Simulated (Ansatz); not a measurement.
Basis-set extrapolation for C2H4AlFO, SMILES `C=[C](F)[AlH][OH]` (PBE0-D4/def2-TZVP geometry, frozen core, the Gaussian-basis code of Ansatz). Multiplicity 1, RHF reference.

|  | def2-TZVPP | def2-QZVPP |
| --- | --- | --- |
| HF | -494.429737 | -494.448541 |
| MP2 correlation | -0.881671 | -0.952591 |
| CCSD(T) correlation | -0.942226 | not run |

Energies in hartree. Use E(X) = E(∞) + A·exp(−7.88·√X) for Hartree–Fock and E(X) = E(∞) + B·X^(−2.97) for correlation, with X = 3 and 4, and add CCSD(T) minus MP2 of the smaller set to the MP2 limit.

What is the CCSD(T) energy at the basis-set limit?

HF limit: -494.448541 + (-0.018804) × 0.13774 = -494.45113. MP2 limit: -0.952591 + (-0.070920) × 0.74074 = -1.00512. Higher-order term: -0.942226 − (-0.881671) = -0.06056. Total: -495.51681 hartree, 90.9 kcal/mol below CCSD(T)/def2-TZVPP.
